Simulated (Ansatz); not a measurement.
H4OSi2, SMILES `O=[SiH][SiH3]` (charge 0, multiplicity 1).

Computed with B3LYP/cc-pVTZ // B3LYP-D3(BJ)/def2-TZVP run with Ansatz (an electronic-structure program).

Ansatz 0.2 input:
```yaml
crystal:
  periodic: [false, false, false]
  atoms:
    - { symbol: O, position_ang: [2.245525, -1.037162, 0.574337] }
    - { symbol: Si, position_ang: [1.340333, 0.015591, -0.057273] }
    - { symbol: Si, position_ang: [-1.010476, -0.040667, 0.068952] }
    - { symbol: H, position_ang: [1.890157, 1.173124, -0.821308] }
    - { symbol: H, position_ang: [-1.438644, -1.126213, 0.973616] }
    - { symbol: H, position_ang: [-1.539839, -0.259095, -1.298727] }
    - { symbol: H, position_ang: [-1.487056, 1.274422, 0.560401] }
basis:
  gaussian: { orbitals: cc-pVTZ }
hamiltonian:
  xc: b3lyp
```

Output:

```
Functional definition: B3LYP
975 factors; their error is unknown
mean field evaluation 1: about -17861.0755 eV, gradient 6.9e1 eV
mean field evaluation 2: about -17734.8624 eV, gradient 2.0e2 eV
mean field evaluation 4: about -17869.3520 eV, gradient 9.2e0 eV
mean field evaluation 8: about -17869.5792 eV, gradient 1.8e-1 eV
mean field evaluation 16: about -17869.6192 eV, gradient 1.6e-5 eV
mean field -17869.61915702 eV, -656.6963915576 hartree, gradient 1.6e-5 eV, S^2 0.000000; 0 other end points of the search recorded, 0 dependent functions left out
reference -17869.61941437 eV, -656.6964010149 hartree; 20, 20 occupied and 134, 134 virtual orbitals, 975 factors
Total energy: -17869.61941437 eV, -656.6964010149 hartree
```
